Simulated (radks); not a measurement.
Problem. The mean radii <r> (bohr) of the occupied orbitals of an atom or ion are listed with their occupations. Method: non-relativistic Kohn-Sham, PBE, spin-polarised, spherical densities, point nucleus; computed with a radial shooting solver on a logarithmic mesh with Libxc functionals.

orbital  occ.      <r>
1s up       1  0.03630
1s down     1  0.03630
2s up       1   0.1584
2s down     1   0.1583
2p up       3   0.1358
2p down     3   0.1357
3s up       1   0.4272
3s down     1   0.4280
3p up       3   0.4188
3p down     3   0.4197
3d up       5   0.3876
3d down     3   0.3889

Name the element and its charge. Open shells, if any, are filled with parallel spins first.

Solution. Z = 42, molybdenum, charge +16: Mo16+ in [Ar] 3d8. The 1s radius gives Z: for a bare nucleus <r> = 1.5/Z, 0.03571 bohr for Z = 42, and screening makes it slightly larger (0.03630 here). The occupations add up to 26, and the charge is Z minus that.
